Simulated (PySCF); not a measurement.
## Excitation energy of Fe by level of theory

Fe [Ar] 3d6 4s2 (5D) → Fe [Ar] 3d7 4s1 (5F), as a difference of total energies. Calculation: PySCF 2.14, in aug-cc-pVQZ-DK (9s8p6d4f3g2h, 140 functions); the spin-free X2C one-electron Hamiltonian (Gaussian nucleus). Correlated levels: valence: [Ar] frozen. The calculations carry no spin-orbit coupling.

Order these methods by the excitation energy they give, lowest first.
A. LDA
B. MN15
C. UHF
D. M06-2X

A (1146.1 cm⁻¹), B (6074.4 cm⁻¹), D (11088 cm⁻¹), C (16991 cm⁻¹).

For comparison: 7056.8 cm⁻¹ (measured; NIST levels, between the centres of gravity of the two terms).
